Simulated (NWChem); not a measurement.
GeH₃SeCl; SMILES Cl[Se][GeH3]

```xyz
6

Se    -0.8082     0.6353     0.0000
Cl     1.0734     1.7787     0.0000
Ge     0.2481    -1.4837     0.0000
H      1.1040    -1.6182     1.2667
H     -0.9186    -2.4869     0.0000
H      1.1040    -1.6182    -1.2667
```
Atoms are numbered in this order, from 1.

Computed with NWChem. Pople sets run with spherical d functions. Geometry: optimised at PBE0/def2-SVP. GIAO values for the isolated, static molecule; σ is the absolute isotropic shielding, δ = σ(reference) − σ with the isolated reference molecule computed at the same levels (1H: tetramethylsilane). Spin-orbit effects, on the heavy nuclei and on their neighbours, are missing.

| level | σ Se1 (ppm) | σ Cl2 (ppm) | σ Ge3 (ppm) | δ H4 (rotor mean) (ppm) |
|---|---|---|---|---|
| PBE/pcSseg-1 | ? | ? | ? | 5.11 |
| B3LYP/6-31G* | 971.1 | 1039.5 | 1624.3 | 5.12 |
| B3LYP/6-311G** | 692.9 | 1029.7 | 1447.9 | 5.31 |

Q: What belongs in the gaps?

A: 
- PBE/pcSseg-1, σ Se1 (ppm): 735.9
- PBE/pcSseg-1, σ Cl2 (ppm): 1009.1
- PBE/pcSseg-1, σ Ge3 (ppm): 1418.1
